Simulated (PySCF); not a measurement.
Nonlinear optical response: SMILES O=c1c([O-])c1B(F)F, [C$_{3}$BF$_{2}$O$_{2}$]-, charge -1

Geometry:
```csv
atom,x (Å),y (Å),z (Å)
O1,-1.564,2.176,-0.051
C2,-1.134,1.031,-0.011
C3,-1.281,-0.428,0.058
O4,-1.930,-1.464,0.114
C5,0.011,0.178,0.006
B6,1.508,0.031,-0.020
F7,2.355,1.070,-0.114
F8,2.140,-1.154,0.045
```

Total charge -1.

The calculation used PySCF, quadratic response CAM-B3LYP/def2-TZVPD first hyperpolarisability, Taylor convention, gas phase. Geometry: PBE0-D3(BJ)/def2-SVP.

For a gas-phase anion, states above the detachment energy (about 2.9 eV, taken as minus the energy of the highest occupied orbital) lie in the continuum and depend on the basis.

Question: Give β for the processes computed.

Answer: In 10⁻³⁰ esu, Taylor convention; the vector part is βᵢ = ⅓ Σⱼ (βᵢⱼⱼ + βⱼᵢⱼ + βⱼⱼᵢ):
```tsv
process	λ (nm)	β vector norm	β HRS	depolarisation ratio
static β(0;0,0)	∞	3.36	1.34	5.79
second harmonic β(−2ω;ω,ω)	1907	3.73	1.47	5.85
Pockels β(−ω;ω,0)	1907	3.47	–	–
second harmonic β(−2ω;ω,ω)	1064	4.80	1.88	5.92
Pockels β(−ω;ω,0)	1064	3.75	–	–
```

Question: Which lowest excitations and polarisabilities go with it?

Answer: S1 3.08 eV (f = 0.000); S2 4.30 eV (f = 0.006); S3 4.79 eV (f = 0.000); isotropic α 65.7 au static, 66.0 au at 1907 nm, 66.8 au at 1064 nm, 67.0 au at 953.5 nm, 70.6 au at 532 nm.
